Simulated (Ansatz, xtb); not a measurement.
**H10NSi3+: which of two conformers lies lower**

Structure I is `[SiH3][NH2+][SiH2][SiH3]`, a singlet and structure II is `[SiH3][NH2+][SiH2][SiH3]`, a singlet. Both are isolated ions in the gas phase, relaxed with B3LYP-D3(BJ)/def2-SVP.

I (Å):

```yaml
atoms:
  - { symbol: N, position_ang: [0.3472, -0.0422, 2.0532] }
  - { symbol: Si, position_ang: [0.5798, 0.7094, 0.3382] }
  - { symbol: Si, position_ang: [-0.4124, -1.8036, 2.1473] }
  - { symbol: Si, position_ang: [-2.4540, -1.7546, 0.9649] }
  - { symbol: H, position_ang: [1.4069, 1.9141, 0.5584] }
  - { symbol: H, position_ang: [1.2445, -0.3679, -0.4242] }
  - { symbol: H, position_ang: [-0.8050, 0.9892, -0.0949] }
  - { symbol: H, position_ang: [-0.2289, 0.5957, 2.6205] }
  - { symbol: H, position_ang: [1.2561, -0.0682, 2.5374] }
  - { symbol: H, position_ang: [-0.5044, -2.0069, 3.6143] }
  - { symbol: H, position_ang: [0.6836, -2.6068, 1.5521] }
  - { symbol: H, position_ang: [-3.1495, -3.0305, 1.2659] }
  - { symbol: H, position_ang: [-3.1994, -0.5686, 1.4671] }
  - { symbol: H, position_ang: [-2.1284, -1.6099, -0.4779] }
```

II (Å):

```xyz
14

N    -0.4330   -1.0003   -0.4005
Si   -1.3574   -1.6925    1.0973
Si    1.4750   -0.8635   -0.2481
Si    2.2798    0.0167   -2.2830
H    -0.7810   -3.0430    1.2596
H    -1.0142   -0.7454    2.1777
H    -2.7804   -1.6766    0.6957
H    -0.6580   -1.5763   -1.2240
H    -0.8138   -0.0699   -0.6242
H     1.8298   -2.2701    0.0642
H     1.5962   -0.0024    0.9543
H     1.8521   -0.9299   -3.3478
H     1.6318    1.3449   -2.4530
H     3.7559    0.1129   -2.1648
```

Question: Which of the two would you expect CCSD(T)/def2-SVP + ΔMP2/def2-TZVPP electronic energies to favour?

Answer: Too close to call at this level: CCSD(T)/def2-SVP + ΔMP2/def2-TZVPP gives E(II) − E(I) = −0.21 kcal/mol.

Level by level:

| level | geometry | E(II) − E(I) (kcal/mol) | departure from the last row (kcal/mol) | job, with rough time for the two |
| --- | --- | --- | --- | --- |
| B3LYP-D3(BJ)/def2-SVP | B3LYP-D3(BJ)/def2-SVP | +0.12 | +0.34 | optimisation, 58 s |
| HF/def2-SVP | B3LYP-D3(BJ)/def2-SVP | −0.68 | −0.47 | part of the CCSD(T) run |
| MP2/def2-SVP | B3LYP-D3(BJ)/def2-SVP | −0.18 | +0.03 | part of the CCSD(T) run |
| CCSD(T)/def2-SVP | B3LYP-D3(BJ)/def2-SVP | −0.18 | +0.03 | single point |
| CCSD(T)/def2-SVP + ΔMP2/def2-TZVPP | B3LYP-D3(BJ)/def2-SVP | −0.21 |  | single point, 27 s |

The largest departure from CCSD(T)/def2-SVP + ΔMP2/def2-TZVPP is that of HF/def2-SVP, 0.47 kcal/mol. Levels run at GFN2-xTB geometries aren't shown. The last row adds to CCSD(T) the change of the MP2 difference between the two basis sets, here −0.03 kcal/mol.

With harmonic frequencies from B3LYP-D3(BJ)/def2-SVP (ideal gas, rigid rotor, one conformer each, 298.15 K, 1 atm): on the last row, ΔE + ΔZPE = −0.37 kcal/mol. A mode under 50 cm⁻¹ makes harmonic enthalpies and free energies unreliable, so none is given.

The correlated steps freeze 16 core orbitals. Programs: Ansatz 0.2.0; the last row on 2 threads of Arm Neoverse V2 on a shared host.
